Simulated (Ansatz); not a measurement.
A structure relaxed at r2SCAN-D4/def2-SVP in Ansatz, charge 0, singlet:

```xyz
10

Cd    1.3238    0.2009    2.6670
Se    3.4703    0.5222    1.5158
Cd    2.3279    1.8437   -0.2101
Se    1.1173    3.1250   -1.9187
Cd    0.1378    1.0495   -2.7966
Se   -0.7996   -1.0109   -3.7432
Cd   -1.8740   -1.7119   -1.6467
Se   -3.0458   -2.6357    0.3039
Cd   -1.8396   -1.3247    1.9932
Se   -0.8181   -0.0581    3.8355
```

Give its formula, name or SMILES.

(CdSe)5 ring (Cd₅Se₅).

Summarise the bond lengths by kind (pairs closer than 1.2 times the sum of covalent radii, bridged metal pairs left out).

10 × Cd–Se 2.45 to 2.46 Å.

In the def2 sets Cd takes a core potential; there is no spin–orbit coupling.
